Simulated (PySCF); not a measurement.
C₃H₁₀OSi₂, SMILES C[SiH2][SiH2]C(C)=O.

Geometry: ωB97X-D3(BJ)/def2-SVP. The structure was generated by enumeration, and PubChem lists no compound with its InChIKey, so it may never have been made. Other conformers were not sampled.

Two levels are set side by side: PBE/def2-TZVP (PySCF) and B3LYP/def2-TZVP (PySCF). Same geometry, gas phase. Differences are taken from unrounded values.

| quantity | PBE |
|---|---|
| orbital gap (eV) | 3.12 |
| highest occupied level (eV) | -5.43 |
| lowest empty level (eV) | -2.30 |
| dipole moment (D) | 2.15 |
| mean polarisability (bohr³) | 101.6 |

**Question.** These are the PBE values. What does B3LYP give? (Estimate from the structure and the level; the computed values follow.)

**Answer.** 
```csv
quantity,B3LYP,PBE minus B3LYP
orbital gap (eV),5.22,-2.10
highest occupied level (eV),-6.64,1.21
lowest empty level (eV),-1.41,-0.89
dipole moment (D),2.33,-0.18
mean polarisability (bohr³),97.5,4.1
```

Without exact exchange PBE keeps part of each electron's self-repulsion, which lifts occupied levels and narrows the gap. Loosely held outer electrons make PBE densities more polarisable. Differences between two approximate levels are no errors against the true value.

Rough cost on one machine, each run with all the roots and properties that it gave: B3LYP against PBE within a factor of 2.
